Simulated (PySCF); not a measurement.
This PySCF input asks for the NMR shieldings of `[B@H-]([N+]#C)(C=C)N(C)C`, C5H11BN2; the geometry comes from GFN2-xTB.

```python
import basis_set_exchange as bse
import numpy as np
from pyscf import gto, dft
from pyscf.prop import nmr

atoms = """
C    -0.597751    2.312056   -0.501955
N     0.233004    1.575127   -0.828888
B     0.794727    0.139256   -0.657960
C     1.908857    0.281064    0.488178
C     2.185874   -0.645665    1.389454
N    -0.438080   -0.611892   -0.273654
C    -1.152106   -0.178514    0.878803
C    -1.314453   -1.072434   -1.321109
H    -1.302363    3.062175   -0.278319
H     1.240980   -0.189015   -1.706422
H     2.510618    1.185736    0.487772
H     2.977228   -0.538746    2.118290
H     1.631474   -1.569696    1.430337
H    -1.933766   -0.891026    1.146335
H    -0.467065   -0.058167    1.715627
H    -1.645773    0.813400    0.702820
H    -1.967540   -0.271839   -1.705225
H    -0.719157   -1.456528   -2.145311
H    -1.954510   -1.876041   -0.946234
"""
names = dict.fromkeys(["C", "N", "B", "H"], "pcSseg-1")
basis = {el: gto.basis.parse(bse.get_basis(n, elements=[el], fmt="nwchem")) for el, n in names.items()}
mol = gto.M(atom=atoms, basis=basis, charge=0, verbose=0)
mf = dft.RKS(mol, xc="PBE0")
mf.grids.level = 2
mf.grids.alignment = dft.numint.BLKSIZE   # the property module wants whole blocks of grid points
mf.conv_tol = 1e-9
mf.kernel()

calc = nmr.RKS(mf)   # GIAO
C = mf.mo_coeff
Co = C[:, mf.mo_occ > 0]
resp = mf.gen_response(singlet=True, hermi=2)
def vind(x):   # induced exchange potential for any number of trial vectors
    d = np.einsum("pi,xij,qj->xpq", C, 2 * x.reshape(-1, C.shape[1], Co.shape[1]), Co, optimize=True)
    return np.einsum("xpq,pi,qj->xij", resp(d - d.transpose(0, 2, 1)), C, Co, optimize=True).ravel()
mo1, _ = nmr.rhf.solve_mo1(calc, with_cphf=vind)
sigma = calc.kernel(mo1)
for i, s in enumerate(sigma):   # ppm
    print("%2d %-2s %9.2f" % (i, mol.atom_pure_symbol(i), np.trace(s) / 3))
```

**Question.** What does it print?

**Answer.** 
```
 0 C      66.74
 1 N      33.07
 2 B     105.75
 3 C      30.94
 4 C      61.22
 5 N     219.80
 6 C     142.89
 7 C     141.15
 8 H      25.27
 9 H      28.03
10 H      25.48
11 H      26.09
12 H      26.16
13 H      29.14
14 H      29.27
15 H      31.54
16 H      30.33
17 H      29.00
18 H      29.36
```

These numbers come from an equivalent density-fitted implementation of the same equations, which agrees with the script to about 0.01 ppm for H and up to a few tenths of a ppm for heavy atoms, so last digits may differ.

Size and cost of the density-fitted run: 191 basis functions, 47 s wall time on 1 thread of an Arm Neoverse V1, shared host; peak memory 0.9 GiB.
